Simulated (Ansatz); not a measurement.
Reactions of `CCC(C)CC(C)C`.

Computed with Ansatz on PBE0-D4/def2-TZVP structures; ΔE is electronic, products minus reactants. CBS: MP2 limit from def2 TZ/QZ plus the TZ coupled-cluster correction, frozen cores. This one scheme is used for every species. DFT in def2-TZVPP. Triplets are unrestricted, without spin–orbit coupling. def2 core potentials past Kr. For Ge, Sn outer-core shells are correlated without core-valence functions, which leaves a few kJ/mol of doubt a bond. Scalar relativity is left out up to krypton. Each species was taken in one conformer, which may not be the lowest.

| reaction | PBE0-D4 (kcal/mol) | PBE-D4 (kcal/mol) | ωB97M-V (kcal/mol) | ωB97X-V (kcal/mol) |
| --- | --- | --- | --- | --- |
| `CCC(C)CC(C)C` + `[F][SnH]([F])[F]` → `[CH3][Sn]([F])([F])[F]` + `CCCCC(C)C` | -11.7 | -12.1 | -11.2 | -11.1 |
| `CCC(C)CC(C)C` + `[CH3][GeH]([OH])[F]` → `CC[O][GeH]([CH3])[F]` + `CCCC(C)C` | 10.2 | 9.6 | 10.4 | 9.6 |
| `CCC(C)CC(C)C` → `CCCCC(C)C` + `[CH2]` (triplet) | 103.4 | 105.3 | 105.1 | 106.8 |
| `CCC(C)CC(C)C` + CH₄ → `CC(C)CC(C)C` + ethane | 1.1 | 1.2 | 1.4 | 1.2 |
| `CCC(C)CC(C)C` → `CCC(C)C(C)C` + `[CH2]` (triplet) | 104.4 | 106.2 | 105.7 | 107.6 |
| `CCC(C)CC(C)C` → `CCCC(C)CC` + `[CH2]` (triplet) | 104.0 | 105.9 | 105.8 | 107.5 |

(1) Give the CCSD(T)/CBS values in the same order. (Best estimate.)

Largest T1 diagnostic: 0.015, for `[F][SnH]([F])[F]`.

Answers

(1) The calculation gave: -12.4, 11.2, 104.7, 1.6, 105.3, 105.4 kcal/mol.
